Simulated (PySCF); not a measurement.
**Working out the ionisation energy of Sr**

Sr [Kr] 5s2 (1S) → Sr⁺ [Kr] 5s1 (2S). Computed with PySCF 2.14 in x2c-TZVPPall with one added diffuse shell each of s, p, d, f type (9s7p7d3f1g, 95 functions), with the spin-free X2C one-electron Hamiltonian (Gaussian nucleus). Frozen: [Ar] 3d10. Energies in hartree (1 hartree = 27.21139 eV):

```csv
part,Sr (lower),Sr⁺ (upper)
UHF,-3177.319598,-3177.145192
MP2 opposite-spin,-0.162333,-0.137593
MP2 same-spin,-0.056864,-0.051419
```

Problem. What does Hartree-Fock give?

Solution. (-3177.145192) − (-3177.319598) = 0.174406 hartree = 4.746 eV.

Problem. What do MP2 and SCS-MP2 (6/5 opposite-spin, 1/3 same-spin) give?

Solution. The opposite-spin parts differ by 0.673 eV and the same-spin parts by 0.148 eV. MP2: 4.746 + (0.673) + (0.148) = 5.567 eV. SCS-MP2: 4.746 + 1.2 × (0.673) + (0.148)/3 = 5.603 eV.

Measured between the centres of the two terms (NIST): 5.695 eV, so MP2 (valence and next inner shell) is off by -0.128 eV.

What remains against the reference includes basis incompleteness, the frozen core and correlation beyond second order.
